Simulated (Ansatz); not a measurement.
```yaml
crystal:
  periodic: [false, false, false]
  atoms:
    - {symbol: C, position_ang: [-1.908153, -0.079172, -3.370679]}
    - {symbol: C, position_ang: [-1.148438, 0.349251, -2.372655]}
    - {symbol: C, position_ang: [0.264282, -0.074966, -2.140171]}
    - {symbol: C, position_ang: [0.450103, -0.817440, -0.823213]}
    - {symbol: C, position_ang: [0.245930, 0.054206, 0.385950]}
    - {symbol: O, position_ang: [0.221070, 1.256880, 0.377184]}
    - {symbol: O, position_ang: [0.114657, -0.686819, 1.492556]}
    - {symbol: C, position_ang: [-0.028162, 0.027281, 2.727563]}
    - {symbol: C, position_ang: [1.313001, 0.423968, 3.293981]}
    - {symbol: H, position_ang: [-2.930857, 0.258825, -3.491459]}
    - {symbol: H, position_ang: [-1.531507, -0.780417, -4.109777]}
    - {symbol: H, position_ang: [-1.555106, 1.056681, -1.653799]}
    - {symbol: H, position_ang: [0.911253, 0.808121, -2.132629]}
    - {symbol: H, position_ang: [0.594132, -0.718596, -2.960033]}
    - {symbol: H, position_ang: [1.468356, -1.215735, -0.749398]}
    - {symbol: H, position_ang: [-0.218324, -1.678745, -0.750517]}
    - {symbol: H, position_ang: [-0.548650, -0.668239, 3.386788]}
    - {symbol: H, position_ang: [-0.658128, 0.902034, 2.558359]}
    - {symbol: H, position_ang: [1.951014, -0.451383, 3.431393]}
    - {symbol: H, position_ang: [1.817237, 1.131180, 2.634250]}
    - {symbol: H, position_ang: [1.176280, 0.903083, 4.266315]}
basis:
  gaussian: {orbitals: def2-TZVPP, point_charges: [{charge: 0.50, position_ang: [5.074, -0.813, 0.715]}]}
magnetization: {spin_polarized: true, initial_magnetization: 0}
hamiltonian: {xc: {name: PBE0-DH}}
outputs: {forces: true}
output: {forces: true}
```

```sh
$ ansatz run in.yaml --threads 4 --pin off --events-out ev --progress --plain --max-ram 66560MiB --backend cuda --devices 0, --max-vram 37GiB
```

Q: How does Ansatz answer? (Estimate.)

A: Ansatz gave: The program refused the input.
```
Error: YAML parse error: error: line 29 column 1: unknown field `outputs`, expected one of crystal, accuracy, basis, kpoints, hamiltonian, magnetization, projection, total_charge, correlation, batch, efield, external_charges, scf, relax, neb, saddle, md, ramp, phonons, dielectric, real_time, elastic, magnetic_configurations, gw, evaluate, workflow, output, checkpoint, execution
27 | magnetization: {spin_polarized: true, initial_magnetization: 0}
28 | hamiltonian: {xc: {name: PBE0-DH}}
29 | outputs: {forces: true}
30 | output: {forces: true}
```
